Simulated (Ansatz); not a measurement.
Total energies of Hg3H12Se3 from Ansatz at PBE0-D4/def2-SVP, gas phase (1 Eh = 27.2114 eV = 2625.5 kJ/mol). The reference geometry is relaxed at PBE-D4/def2-SVP.

```csv
atom,x (Å),y (Å),z (Å)
Hg1,-2.916,-2.695,0.148
Hg2,3.359,-0.596,2.032
Hg3,-0.444,3.289,-2.184
Se4,-2.010,0.356,-1.218
Se5,1.742,1.621,-0.080
Se6,0.260,-1.965,1.319
H7,-2.280,-3.511,-1.163
H8,-3.619,-1.943,1.462
H9,4.045,-1.385,0.730
H10,2.752,0.179,3.380
H11,0.215,2.537,-3.521
H12,-1.114,4.116,-0.899
H13,-2.466,0.011,-2.587
H14,-3.308,1.009,-0.917
H15,2.916,1.802,-0.970
H16,2.110,2.829,0.700
H17,0.795,-3.322,1.044
H18,-0.036,-2.333,2.725
```

```
                 state   geometry  energy (Eh)
      charge 0 singlet  reference  -7670.45301
      charge 1 doublet  reference  -7670.13194
     charge -1 doublet  reference  -7670.43147
free Hg atom (singlet)          –   -153.51015
free Se atom (triplet)          –  -2400.91098
 free H atom (doublet)          –     -0.50029
```

In the def2 sets Hg takes a core potential; there is no spin–orbit coupling.

(1) Work out the vertical ionisation energy to the doublet.

(2) Work out the vertical electron affinity, to the doublet.

(3) Give the fundamental gap IE − EA, the Mulliken electronegativity (IE + EA)/2 and the hardness (IE − EA)/2.

(4) What is the binding energy per atom against free atoms?

(1) E(charge 1 doublet) − E(charge 0 singlet) = -7670.13194 − (-7670.45301) = 0.32107 Eh = 8.74 eV. For comparison, −ε of the highest occupied level is 7.33 eV at this level, 1.41 eV less.

(2) E(charge 0 singlet) − E(charge -1 doublet) = -7670.45301 − (-7670.43147) = -0.02154 Eh = -0.59 eV; negative, so the extra electron isn't bound. The basis lacks diffuse functions, which makes affinities too small.

(3) From the values in Eh: IE − EA = 0.32107 − (-0.02154) = 0.34261 Eh = 9.32 eV; (IE + EA)/2 = 4.08 eV; (IE − EA)/2 = 4.66 eV. The HOMO–LUMO gap of the same run is 6.80 eV, 2.52 eV smaller than the fundamental gap.

(4) Atoms: 3 × (-153.51015) + 3 × (-2400.91098) + 12 × (-0.50029) = -7669.26687 Eh. Binding: -7669.26687 − (-7670.45301) = 1.18614 Eh = 32.28 eV, or 1.79 eV for each of 18 atoms (no zero-point energy, no counterpoise term).

At PBE0-D4/def2-SVP the highest occupied level of the charge -1 doublet lies above zero (up to 1.68 eV). By energy differences it is unbound by 0.59 eV (vertical, to the charge 0 singlet, at PBE0-D4/def2-SVP) and held by the finite basis.
